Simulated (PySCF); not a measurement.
A structure optimised at PBE-D3(BJ)/def2-SVP, used in a PySCF frequency run:

```xyz
11

C      2.4862    -0.3960     0.0000
C      1.2802    -0.1728     0.0000
C     -0.1148     0.0998     0.0000
Cl    -0.5264     1.8146     0.0000
C     -1.1020    -0.8333     0.0000
C     -0.8765    -2.3095     0.0000
H      3.5497    -0.5897     0.0000
H     -2.1400    -0.4622     0.0000
H      0.2004    -2.5640     0.0000
H     -1.3494    -2.7805     0.8888
H     -1.3494    -2.7805    -0.8888
```
Charge 0, spin multiplicity 1.

Problem. Write its SMILES, formula and point group.

Solution. C#C/C(Cl)=C\C, C₅H₅Cl, Cs

Problem. What are its rotational constants (standard atomic weights)?

Solution. 3.3797, 2.3472, 1.3974 GHz
